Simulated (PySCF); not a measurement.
Run record: excited-state job, `ClB(Cl)[C@]12C[C@H]1C2`.

Method: TDDFT B3LYP/def2-SVPD, vertical, gas phase, core orbitals frozen in the response (PySCF 2.14.0, density-fitted response routines). Geometry: GFN2-xTB. A driver script takes a list of jobs; this job's settings line and coordinates (Å) are shown.

Command:
```bash
OMP_NUM_THREADS=1 python probes_run.py task.json out
```

Input:
```
{"job": {"kind": "uv", "xc": "B3LYP", "basis": "def2-SVPD", "nstates": 8, "ntriplets": 3}, "charge": 0, "multiplicity": 1}
Cl     1.719308    -1.930545     1.584273
B      1.524052    -0.411135     0.777406
Cl     2.793804     0.760347     0.894434
C      0.290254    -0.130088    -0.050170
C     -0.176239     1.094548    -0.815832
C     -1.080169     0.481603     0.182956
C     -0.984399    -0.915016    -0.297904
H     -0.404767     0.966063    -1.866848
H      0.288337     2.042667    -0.579560
H     -1.497292     0.881491     1.083490
H     -1.245710    -1.125899    -1.327619
H     -1.225982    -1.714722     0.389347
```

Task: What does the run print?

Result: 
```
coarse grid: 11784 points
cycle   1  E = -1100.1808119659  dE =  1.107e+00  |g| = 3.279e-01  |ddm| = 5.985e+00
cycle   2  E = -1100.1711815391  dE =  9.630e-03  |g| = 3.957e-01  |ddm| = 1.299e+00
cycle   3  E = -1100.2113224880  dE = -4.014e-02  |g| = 5.138e-02  |ddm| = 6.897e-01
cycle   4  E = -1100.2119202324  dE = -5.977e-04  |g| = 2.248e-02  |ddm| = 1.480e-01
cycle   5  E = -1100.2120357187  dE = -1.155e-04  |g| = 1.046e-02  |ddm| = 5.012e-02
cycle   6  E = -1100.2120625732  dE = -2.685e-05  |g| = 1.854e-03  |ddm| = 1.967e-02
cycle   7  E = -1100.2120633895  dE = -8.163e-07  |g| = 4.698e-04  |ddm| = 4.859e-03
final grid: 106392 points
cycle   8  E = -1100.3385970362  dE = -3.828e-05  |g| = 5.488e-03  |ddm| = 1.635e-01
cycle   9  E = -1100.3385893103  dE =  7.726e-06  |g| = 7.681e-03  |ddm| = 2.143e-02
cycle  10  E = -1100.3386052337  dE = -1.592e-05  |g| = 4.596e-04  |ddm| = 1.219e-02
cycle  11  E = -1100.3386052721  dE = -3.839e-08  |g| = 2.543e-04  |ddm| = 1.272e-03
cycle  12  E = -1100.3386052874  dE = -1.532e-08  |g| = 6.804e-05  |ddm| = 4.911e-04
cycle  13  E = -1100.3386052885  dE = -1.070e-09  |g| = 2.318e-05  |ddm| = 1.481e-04
cycle  14  E = -1100.3386052886  dE = -1.346e-10  |g| = 3.935e-06  |ddm| = 4.902e-05
converged SCF energy = -1100.3386052886

Static polarisability (au): isotropic 85.856, principal 64.762 90.425 102.380

Singlet excitations
state   eV       nm        f      main configurations
  1   5.5111    225.0   0.32039   H->L 0.98
  2   5.8028    213.7   0.00064   H-1->L 0.99
  3   6.0206    205.9   0.00202   H-2->L 0.99
  4   6.6324    186.9   0.00057   H-4->L 0.85, H-3->L 0.14
  5   6.7521    183.6   0.00473   H->L+1 0.98
  6   6.9150    179.3   0.11336   H-3->L 0.82, H-4->L 0.14
  7   7.3414    168.9   0.00002   H-5->L 0.94
  8   7.5009    165.3   0.01260   H->L+2 0.93

Triplet excitations (Tamm-Dancoff, eV): 4.4198 5.6362 5.7002
```

The SCF starts on a coarse grid where the log names one; the energy can jump when the final grid takes over, and dE then counts from the start density on the new grid. H and L stand for HOMO and LUMO; the number after each pair is its weight.

Task: Which computed singlet has the largest oscillator strength, and what do all of them sum to?

Result: State 1 at 5.51 eV (225 nm), f = 0.320; the 8 states sum to 0.454.

Summary of the converged run: HOMO -7.51 eV, LUMO -1.49 eV; lowest singlet 5.51 eV; lowest triplet 4.42 eV (Tamm–Dancoff); mean polarisability 85.9 au.

The run took 70 s wall, 61 s CPU on Intel Xeon at 2.50 GHz, one thread, shared host with 64 logical CPUs at a one-minute load of 53, and the process peaked at 0.80 GiB of memory.

One conformer stands for the species.
Labels such as C1 count atoms from 1, the log's own numbers from 0.
